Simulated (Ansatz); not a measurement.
Reaction (ligand exchange at the Al–C bond): `[CH3][Al]([OH])[CH2]F` + H₂S → `[OH][Al]([SH])[CH2]F` + CH₄

Computed with Ansatz on PBE0-D4/def2-TZVP structures; ΔE is electronic, products minus reactants. CCSD(T)/CBS is the MP2 limit (def2-TZVPP, def2-QZVPP) plus CCSD(T) − MP2 in def2-TZVPP, frozen cores. This one scheme is used for every species. Functionals use def2-TZVPP. B3LYP here is the variant with VWN-RPA as its local correlation; programs differ in this. One conformer a species, not always the lowest.

Q: Is it downhill or uphill in electronic energy at CCSD(T)/CBS, and by how much? (Best estimate.)

A: Computed: Downhill: ΔE = -115.1 kJ/mol.

Q: What do these levels give: PBE-D4, r2SCAN-D4, B3LYP-D4, r2SCAN, PBE0, MP2/CBS(def2)? (Best estimate.)

A: Computed: PBE-D4 -114.3, r2SCAN-D4 -118.7, B3LYP-D4 -115.0, r2SCAN -118.6, PBE0 -115.8, MP2/CBS(def2) -119.2 kJ/mol.

Largest T1 diagnostic among the species: 0.012.

In def2-TZVPP, CCSD(T) changes the Hartree–Fock value by +7.1 kJ/mol (the triples alone add −0.5 kJ/mol) and MP2 by +3.0 kJ/mol.
